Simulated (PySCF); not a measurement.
Ionisation energy of Ti by level of theory

Ti [Ar] 3d2 4s2 (3F) → Ti⁺ [Ar] 3d2 4s1 (4F), as a difference of total energies. Calculation: PySCF 2.14, in cc-pVDZ-DK; scalar relativity by spin-free X2C-1e. Correlated levels: valence: [Ar] frozen. The calculations carry no spin-orbit coupling.

```tsv
method	ionisation energy (eV)
UHF	5.564
TPSS	6.542
PBE0	6.560
MP2 (valence)	6.296
SCS-MP2 (valence)	6.445
```

Problem. How much does correlation contribute at MP2 (valence)?

Solution. 6.296 − (5.564) = 0.732 eV, measured against UHF.

Errors of the correlated levels include the incompleteness of this basis and the frozen core.

MP2 underrates the near-degeneracy of ns² with np² in the lower species.

For comparison: 6.828 eV (measured; NIST levels, between the centres of gravity of the two terms).
